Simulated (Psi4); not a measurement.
Psi4 input (wB97X-D/6-311+G**):

```
memory 1500 MB

molecule {
0 2
C     2.55092980    0.05999995   -0.38148346
C     1.13582222    0.45689305   -0.78758578
C     0.02592254   -0.19855405    0.07141675
C     0.13510911    0.19360314    1.50349011
C    -1.35786510    0.14256627   -0.50509109
C    -2.50329334   -0.61640794    0.15748917
H     2.77519043    0.37633379    0.63852734
H     3.29141287    0.51402166   -1.04251820
H     2.68274392   -1.02401482   -0.42980507
H     1.02399855    1.54421612   -0.73133825
H     0.96325388    0.17958024   -1.83228496
H     0.16729708   -1.28446569   -0.00426872
H     0.70911065   -0.38378882    2.21396004
H    -0.26874901    1.14236176    1.83646442
H    -1.35220231   -0.06811366   -1.57854039
H    -1.52120972    1.22120892   -0.40495286
H    -2.37259314   -1.69559150    0.04494076
H    -2.55376718   -0.40122154    1.22639780
H    -3.46423730   -0.34912879   -0.28599590
symmetry c1
no_reorient
no_com
}

set {
  basis 6-311+G**
  reference uks
  scf_type df
  df_basis_scf def2-universal-jkfit
  dft_radial_points 99
  dft_spherical_points 590
  e_convergence 1e-8
  d_convergence 1e-7
  maxiter 150
}

e = energy('wb97x-d')
print_out(f'\nFINAL {e:.10f} DIPOLE {variable("CURRENT DIPOLE")[0]:.6f} {variable("CURRENT DIPOLE")[1]:.6f} {variable("CURRENT DIPOLE")[2]:.6f}\n')
```

Output:

```
   => Loading Basis Set <=

    Name: 6-311+G**
    Role: ORBITAL
    Keyword: BASIS
    atoms 1-6  entry C          line   129 file 6-311pgss.gbs
    atoms 7-19 entry H          line    42 file 6-311pgss.gbs

   => WB97X-D: Empirical Dispersion <=

    Chai and Head-Gordon Dispersion Correction
    Chai, J.-D.; Head-Gordon, M. (2010), J. Chem. Phys., 132: 6615-6620

        s6 =       1.000000

         ---------------------------------------------------------
                                   SCF
               by Justin Turney, Rob Parrish, Andy Simmonett
                          and Daniel G. A. Smith
                              UKS Reference
         ---------------------------------------------------------

  ==> Geometry <==

    Molecular point group: c1
    Full point group: C1

    Geometry (in Angstrom), charge = 0, multiplicity = 2:

       Center              X                  Y                   Z               Mass
    ------------   -----------------  -----------------  -----------------  -----------------
         C            2.550929800000     0.059999950000    -0.381483460000    12.000000000000
         C            1.135822220000     0.456893050000    -0.787585780000    12.000000000000
         C            0.025922540000    -0.198554050000     0.071416750000    12.000000000000
         C            0.135109110000     0.193603140000     1.503490110000    12.000000000000
         C           -1.357865100000     0.142566270000    -0.505091090000    12.000000000000
         C           -2.503293340000    -0.616407940000     0.157489170000    12.000000000000
         H            2.775190430000     0.376333790000     0.638527340000     1.007825032230
         H            3.291412870000     0.514021660000    -1.042518200000     1.007825032230
         H            2.682743920000    -1.024014820000    -0.429805070000     1.007825032230
         H            1.023998550000     1.544216120000    -0.731338250000     1.007825032230
         H            0.963253880000     0.179580240000    -1.832284960000     1.007825032230
         H            0.167297080000    -1.284465690000    -0.004268720000     1.007825032230
         H            0.709110650000    -0.383788820000     2.213960040000     1.007825032230
         H           -0.268749010000     1.142361760000     1.836464420000     1.007825032230
         H           -1.352202310000    -0.068113660000    -1.578540390000     1.007825032230
         H           -1.521209720000     1.221208920000    -0.404952860000     1.007825032230
         H           -2.372593140000    -1.695591500000     0.044940760000     1.007825032230
         H           -2.553767180000    -0.401221540000     1.226397800000     1.007825032230
         H           -3.464237300000    -0.349128790000    -0.285995900000     1.007825032230

  Running in c1 symmetry.

  Rotational constants: A =      0.23440  B =      0.06238  C =      0.05437 [cm^-1]
  Rotational constants: A =   7027.02513  B =   1869.96996  C =   1629.86497 [MHz]
  Nuclear repulsion =  246.352548099355147

  Charge       = 0
  Multiplicity = 2
  Electrons    = 49
[...]
      67A      0.424184    68A      0.472599    69A      0.482879
      70A      0.483914    71A      0.503973    72A      0.520538
      73A      0.543919    74A      0.554778    75A      0.576014
      76A      0.590612    77A      0.621175    78A      0.653229
      79A      0.654595    80A      0.695400    81A      0.708823
      82A      0.717067    83A      0.721296    84A      0.729956
      85A      0.740311    86A      0.746199    87A      0.757110
      88A      0.770655    89A      0.774822    90A      0.780788
      91A      0.791922    92A      0.801517    93A      0.805597
      94A      0.813597    95A      0.834183    96A      0.840743
      97A      0.859413    98A      0.865587    99A      0.939441
     100A      0.967606   101A      1.022073   102A      1.042985
     103A      1.103222   104A      1.114099   105A      1.156042
     106A      1.176520   107A      1.186929   108A      1.241196
     109A      1.321339   110A      1.331623   111A      1.361584
     112A      1.369614   113A      1.446970   114A      1.508503
     115A      1.536980   116A      1.552890   117A      1.572731
     118A      1.577425   119A      1.614074   120A      1.621924
     121A      1.629818   122A      1.643139   123A      1.653080
     124A      1.670192   125A      1.680645   126A      1.697989
     127A      1.708777   128A      1.720720   129A      1.729842
     130A      1.735658   131A      1.763006   132A      1.787263
     133A      1.812959   134A      1.820791   135A      1.850333
     136A      1.868051   137A      1.878346   138A      1.890328
     139A      1.917353   140A      1.930872   141A      2.003182
     142A      2.012219   143A      2.039847   144A      2.056271
     145A      2.099165   146A      2.145505   147A      2.178972
     148A      2.230323   149A      2.238255   150A      2.252476
     151A      2.284862   152A      2.309490   153A      2.317075
     154A      2.331784   155A      2.358599   156A      2.418176
     157A      2.433137   158A      2.478217   159A      2.485596
     160A      2.493279   161A      2.560525   162A      2.566357
     163A      2.587213   164A      2.611763   165A      2.650156
     166A      2.660738   167A      2.668863   168A      2.673457
     169A      2.682084   170A      2.695021   171A      2.711148
     172A      2.726999   173A      2.750174   174A      2.761206
     175A      2.773871   176A      2.790058   177A      2.803825
     178A      2.823152   179A      2.845262   180A      2.889553
     181A      2.914145   182A      2.919802   183A      2.970876
     184A      3.016830   185A      3.043057   186A      3.072969
     187A      3.109064   188A      3.143284   189A      3.190896
     190A      3.350656   191A      3.424182   192A      3.615998
     193A      3.875179   194A      3.908249   195A      3.916635
     196A      3.916977   197A      3.923029   198A      3.927946
     199A      3.966884   200A      4.105027   201A      4.250329
     202A      4.303931   203A      4.408338   204A      4.474682
     205A     23.979695   206A     24.005299   207A     24.025732
     208A     24.080641   209A     24.111869   210A     24.123158

    Final Occupation by Irrep:
              A
    DOCC [    24 ]
    SOCC [     1 ]
    NA   [    25 ]
    NB   [    24 ]

  @DF-UKS Final Energy:  -236.40168925524819

   => Energetics <=

    Nuclear Repulsion Energy =            246.3525480993551469
    One-Electron Energy =                -804.3376198937154413
    Two-Electron Energy =                 346.9276746614310696
    DFT Exchange-Correlation Energy =     -25.3330598130527136
    Empirical Dispersion Energy =          -0.0112323092662922
    VV10 Nonlocal Energy =                  0.0000000000000000
    Total Energy =                       -236.4016892552481863

  UHF NO Occupations:
  HONO-2 :   23  A 1.9996391
  HONO-1 :   24  A 1.9987734
  HONO-0 :   25  A 1.0000000
  LUNO+0 :   26  A 0.0012266
  LUNO+1 :   27  A 0.0003609
  LUNO+2 :   28  A 0.0003272
  LUNO+3 :   29  A 0.0002863

Computation Completed

Properties will be evaluated at   0.000000,   0.000000,   0.000000 [a0]

Properties computed using the SCF density matrix

 Multipole Moments:

 ------------------------------------------------------------------------------------
     Multipole            Electronic (a.u.)      Nuclear  (a.u.)        Total (a.u.)
 ------------------------------------------------------------------------------------

 L = 1.  Multiply by 2.5417464519 to convert [e a0] to [Debye]
 Dipole X            :          0.0335654            0.0000002            0.0335656
 Dipole Y            :          0.0011797            0.0000004            0.0011801
 Dipole Z            :         -0.1129953            0.0000004           -0.1129949
 Magnitude           :                                                    0.1178808

 ------------------------------------------------------------------------------------

FINAL -236.4016892552 DIPOLE 0.033566 0.001180 -0.112995

*** Psi4 exiting successfully. Buy a developer a beer!
```

The geometry given is a B3LYP-D3(BJ)/def2-TZVP minimum.
